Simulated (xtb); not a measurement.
Si(OMe)(SiH3) (CH6OSi2), SMILES CO[Si][SiH3] (connectivity only; charge and spin as stated), neutral, multiplicity 1. All values are semi-empirical tight-binding results from xtb (GFN2-xTB unless named), good for trends rather than for accurate numbers. Coordinates come from a GFN2-xTB optimisation. The structure was generated by enumeration; whether it is a known compound was not checked. Other conformers were not sampled.

A frequency run showed that this geometry is not a minimum.

**Question.** Estimate the properties. (The exact figures need the calculation; the answer reports its results.)

**Answer.** 
```yaml
orbital_gap: 1.94 eV
dipole_moment: 2.67 D
static polarisability (D4 model): 81.6 bohr³
solvation energy, GFN2-xTB/ALPB(water): -1.0 kcal/mol
solvation energy, GFN2-xTB/ALPB(toluene): -2.3 kcal/mol
```
